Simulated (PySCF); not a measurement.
From one molecule to another.

First species: C4H7N.
Geometry (GFN2-xTB, Å), atoms numbered from 1 in this order:
```
atom  x, y, z in Å
N1    -0.958    1.842   -0.571
C2    -0.399    0.775   -0.240
C3    -0.786   -0.680   -0.073
C4     0.668   -0.976    0.338
C5     1.025    0.512    0.158
H6    -1.946    1.765   -0.803
H7    -1.120   -1.159   -0.993
H8    -1.534   -0.855    0.700
H9     0.778   -1.341    1.356
H10    1.194   -1.648   -0.336
H11    1.332    1.032    1.063
H12    1.747    0.733   -0.626
```

Second species: C₂H₁₁FSSi₃.
SMILES: `C[SiH2]S[Si@@H]([SiH3])CF`

Levels: CAM-B3LYP/def2-SVPD for dipole moment, HOMO energy, LUMO energy, HOMO–LUMO gap, static isotropic polarisability and electronic spatial extent ⟨r²⟩ about the centre of nuclear charge; TDDFT CAM-B3LYP/def2-SVPD for lowest singlet excitation; TDA CAM-B3LYP/def2-SVPD for lowest triplet excitation (Tamm–Dancoff); GFN2-xTB for rotational constant A and rotational constant C. Geometries: GFN2-xTB. Each structure is a single optimised conformer of the isolated species, non-relativistic unless stated. Electronic properties by PySCF.

Dipoles, sizes and rotational constants follow the conformer. The torsions of the flexible species, by atom-mapped SMILES:
- `[CH3:1][SiH2:2][S:3][Si@@H:4]([SiH3:5])[CH2:6][F:7]`: C1–Si2–S3–Si4 -177°, Si2–S3–Si4–Si5 74°, S3–Si4–C6–F7 -174°

```tsv
property	column X	column Y
dipole moment	2.29 D	2.38 D
HOMO energy	-8.43 eV	-8.57 eV
LUMO energy	0.49 eV	1.01 eV
HOMO–LUMO gap	8.92 eV	9.58 eV
lowest singlet excitation	5.70 eV	5.16 eV
lowest triplet excitation (Tamm–Dancoff)	5.27 eV	4.46 eV
static isotropic polarisability	130.5 au	53.1 au
electronic spatial extent ⟨r²⟩ about the centre of nuclear charge	2371 bohr²	391 bohr²
rotational constant A	1.991 GHz	10.983 GHz
rotational constant C	0.471 GHz	3.564 GHz
```

(1) Which column belongs to which species?

(2) How does each property change from the first species to the second?

Answers

(1) Column X is the second species and column Y the first. The first has 12 atoms and 38 electrons, the second 18 and 90.

(2) dipole moment -0.09 D; HOMO energy +0.14 eV; LUMO energy -0.52 eV; HOMO–LUMO gap -0.66 eV; lowest singlet excitation +0.54 eV; lowest triplet excitation (Tamm–Dancoff) +0.81 eV; static isotropic polarisability +77.4 au; electronic spatial extent ⟨r²⟩ about the centre of nuclear charge +1980 bohr²; rotational constant A -8.992 GHz; rotational constant C -3.093 GHz.

On the first: No computed singlet falls in the visible range (750 to 380 nm, 1.65 to 3.26 eV); S1 lies 1.90 eV above its blue end. S1 lies 4.42 eV below the HOMO–LUMO gap; its leading configuration is HOMO→LUMO, weight 0.95.

On the second: The polarisability is 19.34 Å³ as a volume (1 au = 0.148185 Å³), or 1.45 au for each of the 90 electrons. A dipole of 2.29 D is allowed in C1, and pure rotational transitions are dipole-allowed.
